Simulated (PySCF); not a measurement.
**Computed NMR parameters against published values**

Numbering as in the mapped SMILES `[CH3:1][c:2]1[cH:3][cH:4][n:5][cH:6][cH:7]1` (H(Xn): hydrogen on atom n).

How the numbers were obtained: geometry: PBE0-D3(BJ)/def2-SVP, σ from GIAO-PBE0/pcSseg-1, in PySCF 2.14.0 with density-fitted response routines (single conformer, equivalent nuclei averaged, non-relativistic, no solvent).

Reference values: estimated from measurements, as parent shift plus tabulated substituent increment (solution, not stated per compound (mostly CDCl3 or CCl4); Pretsch, Buehlmann, Badertscher, Structure Determination of Organic Compounds, 4th ed. (2009)).
| atoms | quantity | reference | computed | computed, scaled |
| --- | --- | --- | --- | --- |
| C4/C6 | δ ¹³C | 150.3 | 155.8 | 149.9 |
| C2 | δ ¹³C | 146.5 | 151.1 | 145.4 |
| C3/C7 | δ ¹³C | 124.4 | 129.1 | 124.2 |
| H(C4)/H(C6) | δ ¹H | 8.46 | 8.65 | 8.43 |
| H(C3)/H(C7) | δ ¹H | 7.12 | 7.03 | 6.88 |

Computed shifts are σ(ref) − σ with the named reference compound (TMS for H and C) calculated as an isolated molecule at the same level. The measured values may be among those fitted. Expected solution values come from regression of measured δ (H and C: mostly CDCl3, vs TMS) on computed σ: ¹³C: δ = 177.62 − 0.967σ (rms 1.9 ppm, 903 shifts, 2.3 ppm with the 23 outliers that the fit left out); ¹H: δ = 29.91 − 0.950σ (rms 0.21 ppm, 511 shifts, 0.22 ppm with the 3 outliers that the fit left out). Occasional misses reach two or three times the rms, and more in compound classes unlike the fitted ones.

(1) How far are the unscaled ¹³C shifts from the references?

(2) How far are the unscaled ¹H shifts from the references?

## Answers

(1) Mean signed difference +4.93 ppm, mean absolute 4.93 ppm over 3 comparisons; the largest is +5.5 ppm at C4/C6 (aromatic CH next to a ring nitrogen).

(2) Mean signed difference +0.05 ppm, mean absolute 0.14 ppm over 2 comparisons; the largest is +0.19 ppm at H(C4)/H(C6) (hydrogen on an aromatic CH next to a ring nitrogen).

5 of the 10 published NMR values on file for this molecule are compared.
